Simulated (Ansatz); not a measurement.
CCl3NOSn (`O=C=[N][Sn]([Cl])([Cl])[Cl]`). The species carries charge 0 and has multiplicity 1. Sn: def2 effective core potential. The structure was optimised at the PBE0-D4/def2-TZVP level. It is one conformer, not always the lowest.

```xyz
7

O    -0.503    2.956    0.681
C    -0.078    1.981    0.217
N     0.421    1.016   -0.314
Sn    0.116   -0.939   -0.176
Cl    1.541   -1.945   -1.646
Cl   -2.053   -1.426   -0.718
Cl    0.556   -1.643    1.957
```

Task: What is the dipole moment at r2SCAN/def2-TZVPP? (Best estimate.)

Result: The calculation gave: 0.78 D, with components (0.15, -0.74, -0.19) D in this frame, pointing from negative to positive charge.

Task: And with PBE, B3LYP, ωB97M-V? (Best estimate.)

Result: Ansatz gave: PBE 0.78 D, B3LYP 0.89 D, ωB97M-V 0.88 D.

Task: Give the Mulliken charges with r2SCAN, ωB97M-V, B3LYP in def2-TZVPP. (Estimate.)

Result: The calculation gave: 
| atom | r2SCAN | ωB97M-V | B3LYP |
| --- | --- | --- | --- |
| O1 | -0.20 | -0.21 | -0.18 |
| C2 | 0.30 | 0.32 | 0.24 |
| N3 | -0.42 | -0.43 | -0.38 |
| Sn4 | 1.20 | 1.09 | 1.20 |
| Cl5 | -0.29 | -0.25 | -0.29 |
| Cl6 | -0.30 | -0.26 | -0.29 |
| Cl7 | -0.30 | -0.26 | -0.29 |

B3LYP here is the variant with VWN-RPA as its local correlation; programs differ in this.
